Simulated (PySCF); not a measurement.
All values below come from CAM-B3LYP-D3(BJ)/def2-TZVP run with PySCF 2.14.0. Isolated molecules, 0 K electronic values unless said otherwise. One relaxed conformer stands for a flexible species; it need not be the lowest. Excitations are Tamm–Dancoff values on a coarser integration grid. The basis has no diffuse functions, so Rydberg states are missing or too high.

Reference species (SMILES): `C=C(B)/C=C/C` (neutral, multiplicity 1).

The S1–T1 gap (TDA) is 1.67 eV and the HOMO–LUMO gap comes out as 7.11 eV. The S1 excitation (TDA) comes out as 4.56 eV and the brightest of the four lowest singlets (TDA) is 6.26 eV.

After one change: the S1–T1 gap (TDA) rises by 0.10 eV; the HOMO–LUMO gap rises by 0.24 eV; the S1 excitation (TDA) rises by 0.24 eV; the brightest of the four lowest singlets (TDA) hardly moves.

What was changed between the two runs? The new species is one of these.
A) `B/C(C=C)=C\C`
B) `BC(=C)C(=C)C`
C) `B/C=C(\C)C=C`
D) `B/C=C(/C)C=C`

B, `BC(=C)C(=C)C`
